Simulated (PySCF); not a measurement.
A structure optimised at B3LYP-D3(BJ)/def2-SVP, used in a PySCF frequency run:

```
Si
F 1 1.6389
H 1 1.4874 2 107.59
C 1 1.8630 3 112.70 2 121.90
H 4 1.1009 1 111.88 3 -51.18
H 4 1.1015 5 108.49 1 122.53
H 4 1.1019 5 108.71 6 117.42
C 1 1.9262 3 108.42 2 -117.47
O 8 1.2185 1 115.07 3 -68.78
C 8 1.5087 9 122.85 1 -179.87
H 10 1.0998 8 110.49 9 -0.60
H 10 1.1035 11 110.38 8 121.71
H 10 1.1038 11 110.23 12 116.91
```
Charge 0, spin multiplicity 1.

Write its SMILES and formula.

CC(=O)[Si@@H](C)F, C3H7FOSi

What are its rotational constants (standard atomic weights)?

3.7267, 2.2002, 1.5581 GHz
